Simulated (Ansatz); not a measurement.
CH5GeNO can be A, `[NH2][GeH2][CH]=O`, or B, `C[O][Ge][NH2]`.

Program: Ansatz. Geometries: PBE0-D4/def2-TZVP. ΔE: electronic, gas phase. CBS: MP2 limit from def2 TZ/QZ plus the TZ coupled-cluster correction, frozen cores. DFT in def2-TZVPP. B3LYP here is the variant with VWN-RPA as its local correlation; programs differ in this. For Ge outer-core shells are correlated without core-valence functions, which leaves a few kJ/mol of doubt a bond. Scalar relativity is left out up to krypton. One conformer a species, not always the lowest.

Problem. Which isomer does CCSD(T)/CBS put lower? Give the gap. (An estimate is asked.)

Solution. The calculation gave: B, by 140.0 kJ/mol.

Problem. Give E(B) − E(A) in kJ/mol with r2SCAN-D4, PBE-D4, CCSD/def2-TZVPP, B2PLYP, ωB97M-V, B3LYP, B3LYP-D4. (Estimate.)

Solution. Computed: r2SCAN-D4 -136.9, PBE-D4 -139.5, CCSD/def2-TZVPP -125.5, B2PLYP -139.8, ωB97M-V -143.0, B3LYP -145.2, B3LYP-D4 -146.5. None reverses the order clearly.

Largest T1 diagnostic: 0.014.
